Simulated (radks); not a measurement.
Results of a calculation; reference values are marked as such.
All-electron atom: Mo I in [Kr] 4d5 5s1.

Code: a radial shooting solver on a logarithmic mesh with Libxc functionals. Model: Dirac Kohn-Sham, PBEsol, spin-unpolarised, spherical densities, finite nucleus; open shells are shared between the two j in proportion to 2j + 1; Fermi nuclear charge, rms radius 4.4091 fm.

Energy parts (eV):
total: -110123.460
kinetic: 114176.482
electron-nucleus: -266135.349
Hartree: 45140.774
exchange-correlation: -3305.368

Orbitals (lengths in bohr, moments of r in powers of bohr; <r^-3> diverges for s and p1/2):
| orbital | occ. | eigenvalue (eV) | <r^-3> | <r> |
|---|---|---|---|---|
| 1s1/2 | 2 | -19800.08 | - | 0.03518 |
| 2s1/2 | 2 | -2796.083 | - | 0.1535 |
| 2p1/2 | 2 | -2572.766 | - | 0.1308 |
| 2p3/2 | 4 | -2466.309 | 2395 | 0.1354 |
| 3s1/2 | 2 | -475.6877 | - | 0.4290 |
| 3p1/2 | 2 | -390.7143 | - | 0.4236 |
| 3p3/2 | 4 | -373.1803 | 399.7 | 0.4341 |
| 3d3/2 | 4 | -222.8144 | 58.32 | 0.4134 |
| 3d5/2 | 6 | -219.4934 | 55.60 | 0.4169 |
| 4s1/2 | 2 | -64.2687 | - | 1.107 |
| 4p1/2 | 2 | -40.1476 | - | 1.217 |
| 4p3/2 | 4 | -37.6516 | 56.92 | 1.248 |
| 4d3/2 | 2 | -3.8937 | 3.725 | 1.981 |
| 4d5/2 | 3 | -3.6896 | 3.493 | 2.013 |
| 5s1/2 | 1 | -4.1190 | - | 3.566 |

The highest occupied level is 4d5/2 at -3.690 eV. For comparison, the ionisation energy in NIST's Atomic Spectra Database is 7.092 eV (measured). In exact Kohn-Sham theory the highest level is minus the ionisation energy, but local and semilocal functionals leave it too shallow, through self-interaction and a potential that decays too fast; potentials with the right tail come closer. The electron density at the nucleus is 9.072e+04 e/bohr^3. Summed over all electrons, <r^2> = 57.35 bohr^2, which gives a Langevin (diamagnetic) susceptibility term of -45.4 x 10^-6 cm^3/mol. The density falls to 0.001 e/bohr^3 at r = 4.71 bohr.

Beside tabulated values, note that spin-unpolarised runs miss the spin-polarisation part of the exchange energy of open shells.
